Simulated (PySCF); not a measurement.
C4H4, SMILES C1=CC=C1. Atoms are numbered in the order given.

```xyz
8

C      0.0000     0.6680     0.7839
C      0.0000     0.6680    -0.7839
C      0.0000    -0.6680     0.7839
C      0.0000    -0.6680    -0.7839
H      0.0000     1.4411     1.5536
H      0.0000     1.4411    -1.5536
H      0.0000    -1.4411     1.5536
H      0.0000    -1.4411    -1.5536
```
Charge 0, spin multiplicity 1.

Coordinates come from a PBE0-D3(BJ)/def2-SVP optimisation.

Two levels are set side by side: PBE/pcSseg-1 (PySCF) and B3LYP/pcSseg-1 (PySCF). GIAO shifts against TMS (¹H), TMS (¹³C) at the same level; non-relativistic, no solvent, atoms listed together averaged. Differences are taken from unrounded values.

```json
[
 {"quantity": "δ(¹³C) of C1, C2, C3, C4 (ppm)", "B3LYP": "149.9"},
 {"quantity": "δ(¹H) of H5, H6, H7, H8 (ppm)", "B3LYP": "5.93"}
]
```

What does PBE give, and how far is it from B3LYP? (An estimate is asked for; the answer gives what the named calculation found.)


| quantity | PBE | PBE minus B3LYP |
|---|---|---|
| δ(¹³C) of C1, C2, C3, C4 (ppm) | 147.3 | -2.6 |
| δ(¹H) of H5, H6, H7, H8 (ppm) | 5.93 | 0.00 |

On these quantities the two levels nearly agree.

Rough cost on one machine, each run with all the roots and properties that it gave: B3LYP against PBE within a factor of 2.
